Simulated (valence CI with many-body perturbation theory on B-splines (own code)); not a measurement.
E1 transitions of Hf³⁹⁺

Level of theory: configuration interaction combined with many-body perturbation theory (CI+MBPT): five valence electrons over a frozen Dirac-Fock core [Ar] 3d10, radial functions for each j: 11 s, 11 p, 10 d, 8 f, 5 g, 2 h, with the one-electron correlation potential Σ1, the two-electron term Σ2, the three-electron term Σ3, Breit, model QED; selected CI, second order for the rest, scaled by the run's own slope (own B-spline code, finite nucleus).

No measured spectrum was set against this ion. As an estimate, large intervals hold to a few tenths of a per cent, small ones and those within an open d or f shell to about a per cent. Among the levels kept, up to 2100 cm⁻¹ of a level comes from second order outside the variational space, and about a tenth of that is noise between levels of different J, which matters for small intervals.

Lines 201 to 250 of 513 in falling wavelength, among levels below 502.15 eV, chosen from the strongest by gf and those to the six lowest levels. Wavelengths and rates use the calculated energies. Electric multipoles are in the length gauge with retardation, E1 and E2 with the static RPA response of the core. Weak lines are less certain than strong ones. Lines between different terms over intervals too small for the method are left out, as are lines whose strength nearly cancels. Where a level lies close to another of its J and parity, the split of strength between their lines is uncertain. The highest levels of a list are the least certain.

Levels are named by their leading jj configuration (3d3/2^4 stands for four electrons in 3d with j = 3/2), which in mixed levels can hold well under half, so a name can repeat and another be missing. Letters in brackets count levels of one name in rising energy.

```csv
λ vac (Å),Upper,Lower,A (s⁻¹),S (a.u.)
67.62,(4s 4p1/2 4p3/2^2 4d5/2) J=5/2 [a],(4s^2 4p1/2 4p3/2 4d5/2) J=7/2 [a],1.19e+11,1.09e-01
67.57,(4s 4p1/2^2 4p3/2^2) J=1/2,(4s^2 4p1/2^2 4p3/2) J=3/2,1.90e+11,5.77e-02
67.52,(4s 4p1/2^2 4p3/2 4d5/2) J=5/2 [b],(4s^2 4p1/2^2 4d5/2) J=5/2,1.69e+11,1.54e-01
67.46,(4s 4p1/2 4p3/2^2 4d5/2) J=3/2 [a],(4s^2 4p1/2 4p3/2 4d5/2) J=5/2 [a],3.24e+11,1.96e-01
67.45,(4s^2 4p1/2 4p3/2 4f7/2) J=9/2 [b],(4s^2 4p1/2 4p3/2 4d5/2) J=7/2 [a],1.69e+11,2.56e-01
67.42,(4p1/2^2 4p3/2^3) J=3/2,(4s 4p1/2^2 4p3/2^2) J=3/2,4.97e+11,3.01e-01
67.35,(4s 4p1/2 4p3/2^3) J=5/2,(4s^2 4p1/2 4p3/2^2) J=5/2,5.55e+11,5.02e-01
67.35,(4s 4p1/2 4p3/2^2 4d5/2) J=5/2 [e],(4s^2 4p1/2 4p3/2 4d5/2) J=3/2 [c],3.57e+11,3.23e-01
67.28,(4s 4p1/2 4p3/2^2 4d5/2) J=1/2 [c],(4s^2 4p1/2 4p3/2 4d5/2) J=3/2 [c],4.72e+11,1.42e-01
67.22,(4s 4p1/2 4p3/2^2 4d5/2) J=7/2 [b],(4s^2 4p1/2 4p3/2 4d5/2) J=5/2 [a],2.15e+11,2.57e-01
67.21,(4s 4p1/2 4p3/2^2 4d5/2) J=1/2 [a],(4s^2 4p1/2 4p3/2 4d3/2) J=3/2 [a],2.64e+11,7.91e-02
67.17,(4s 4p1/2 4p3/2^2 4d3/2) J=5/2 [d],(4s^2 4p1/2 4p3/2 4d3/2) J=7/2,2.04e+11,1.83e-01
67.12,(4s^2 4p3/2^2 4d5/2) J=5/2 [b],(4s^2 4p3/2^3) J=3/2,9.04e+11,8.10e-01
67.02,(4s 4p1/2 4p3/2^2 4d5/2) J=5/2 [a],(4s^2 4p1/2 4p3/2 4d5/2) J=3/2 [a],1.06e+11,9.46e-02
66.94,(4s 4p1/2 4p3/2^2 4d5/2) J=3/2 [d],(4s^2 4p1/2 4p3/2 4d5/2) J=3/2 [c],4.14e+11,2.45e-01
66.92,(4s 4p1/2 4p3/2^2 4d5/2) J=3/2 [a],(4s^2 4p1/2 4p3/2 4d3/2) J=5/2 [b],1.16e+11,6.84e-02
66.90,(4s 4p1/2 4p3/2^2 4d5/2) J=5/2 [b],(4s^2 4p1/2 4p3/2 4d5/2) J=5/2 [a],4.97e+10,4.41e-02
66.79,(4s 4p1/2 4p3/2^3) J=3/2,(4s^2 4p1/2 4p3/2^2) J=1/2,2.55e+11,1.50e-01
66.78,(4s 4p1/2^2 4p3/2^2) J=3/2,(4s^2 4p1/2^2 4p3/2) J=3/2,3.84e+11,2.25e-01
66.69,(4s^2 4p1/2 4p3/2 4f5/2) J=7/2 [b],(4s^2 4p1/2 4p3/2 4d5/2) J=9/2,4.83e+10,5.66e-02
66.68,(4s 4p1/2 4p3/2^2 4d5/2) J=7/2 [b],(4s^2 4p1/2 4p3/2 4d3/2) J=5/2 [b],2.59e+10,3.04e-02
66.63,(4s 4p1/2^2 4p3/2 4f5/2) J=7/2,(4s 4p1/2^2 4p3/2 4d3/2) J=5/2 [a],6.00e+10,7.01e-02
66.63,(4s^2 4p1/2 4p3/2 4d5/2) J=3/2 [c],(4s^2 4p1/2 4p3/2^2) J=3/2,1.94e+11,1.13e-01
66.62,(4p1/2^2 4p3/2^3) J=3/2,(4s 4p1/2^2 4p3/2^2) J=1/2,1.31e+11,7.62e-02
66.39,(4s 4p1/2 4p3/2^2 4d5/2) J=5/2 [f],(4s 4p1/2 4p3/2^3) J=5/2,7.01e+10,6.07e-02
66.34,(4s 4p1/2 4p3/2^3) J=1/2,(4s^2 4p1/2 4p3/2^2) J=1/2,7.23e+11,2.08e-01
66.33,(4p1/2 4p3/2^4) J=1/2,(4s 4p1/2 4p3/2^3) J=1/2,2.17e+11,6.26e-02
66.32,(4s 4p1/2 4p3/2^2 4d5/2) J=9/2 [c],(4s^2 4p1/2 4p3/2 4d5/2) J=9/2,4.24e+11,6.10e-01
66.26,(4s 4p1/2 4p3/2^2 4d3/2) J=3/2 [d],(4s^2 4p1/2 4p3/2 4d3/2) J=3/2 [a],8.73e+10,5.02e-02
66.24,(4s 4p1/2 4p3/2^2 4d3/2) J=3/2 [d],(4s^2 4p1/2 4p3/2 4d3/2) J=5/2 [a],4.25e+11,2.44e-01
66.19,(4s 4p1/2^2 4p3/2 4d3/2) J=1/2 [b],(4s^2 4p1/2^2 4d3/2) J=3/2,3.50e+11,1.00e-01
66.17,(4s 4p1/2 4p3/2^2 4d5/2) J=7/2 [f],(4s^2 4p1/2 4p3/2 4d5/2) J=5/2 [b],1.51e+11,1.72e-01
66.11,(4s 4p1/2 4p3/2^2 4d5/2) J=7/2 [f],(4s^2 4p1/2 4p3/2 4d5/2) J=7/2 [b],4.50e+11,5.13e-01
66.06,(4s 4p1/2 4p3/2^2 4d5/2) J=7/2 [c],(4s^2 4p1/2 4p3/2 4d3/2) J=5/2 [b],6.56e+10,7.47e-02
66.04,(4s 4p1/2 4p3/2^2 4d5/2) J=1/2 [c],(4s^2 4p1/2 4p3/2 4d5/2) J=1/2,2.74e+11,7.78e-02
65.93,(4s 4p1/2 4p3/2^2 4d5/2) J=5/2 [e],(4s^2 4p1/2 4p3/2 4d5/2) J=5/2 [b],3.79e+10,3.22e-02
65.92,(4s^2 4p1/2 4p3/2 4f7/2) J=5/2 [c],(4s^2 4p1/2 4p3/2 4d5/2) J=5/2 [a],5.64e+10,4.79e-02
65.88,(4p1/2 4p3/2^4) J=1/2,(4s 4p1/2 4p3/2^3) J=3/2,1.09e+12,3.07e-01
65.85,(4s 4p1/2 4p3/2^2 4d5/2) J=5/2 [b],(4s^2 4p1/2 4p3/2 4d5/2) J=7/2 [a],1.66e+11,1.40e-01
65.73,(4s 4p1/2 4p3/2^2 4d3/2) J=1/2 [b],(4s^2 4p1/2 4p3/2 4d3/2) J=3/2 [a],2.67e+11,7.49e-02
65.69,(4s^2 4p1/2 4p3/2 4f5/2) J=7/2 [b],(4s^2 4p1/2 4p3/2 4d5/2) J=5/2 [a],9.74e+10,1.09e-01
65.65,(4s 4p1/2 4p3/2^2 4d5/2) J=7/2 [d],(4s^2 4p1/2 4p3/2 4d5/2) J=9/2,4.66e+11,5.20e-01
65.54,(4s 4p1/2 4p3/2^2 4d5/2) J=3/2 [d],(4s^2 4p1/2 4p3/2 4d5/2) J=5/2 [b],6.07e+10,3.37e-02
65.53,(4s 4p1/2 4p3/2^2 4d5/2) J=7/2 [c],(4s^2 4p1/2 4p3/2 4d5/2) J=7/2 [a],3.18e+11,3.54e-01
65.49,(4s 4p1/2 4p3/2^3) J=5/2,(4s^2 4p1/2 4p3/2^2) J=3/2,4.40e+10,3.66e-02
65.40,(4s^2 4p1/2 4p3/2 4f7/2) J=5/2 [b],(4s^2 4p1/2 4p3/2 4d3/2) J=7/2,1.10e+11,9.10e-02
65.33,(4s 4p1/2 4p3/2^2 4d5/2) J=5/2 [e],(4s^2 4p1/2 4p3/2 4d5/2) J=3/2 [b],9.97e+10,8.23e-02
65.28,(4s 4p1/2 4p3/2^2 4d5/2) J=5/2 [b],(4s^2 4p1/2 4p3/2 4d5/2) J=3/2 [a],2.75e+11,2.26e-01
65.18,(4s^2 4p1/2 4p3/2 4f5/2) J=7/2 [b],(4s^2 4p1/2 4p3/2 4d3/2) J=5/2 [b],3.94e+11,4.31e-01
65.15,(4s^2 4p1/2 4p3/2 4f7/2) J=3/2,(4s^2 4p1/2 4p3/2 4d3/2) J=5/2 [b],1.53e+11,8.33e-02
```
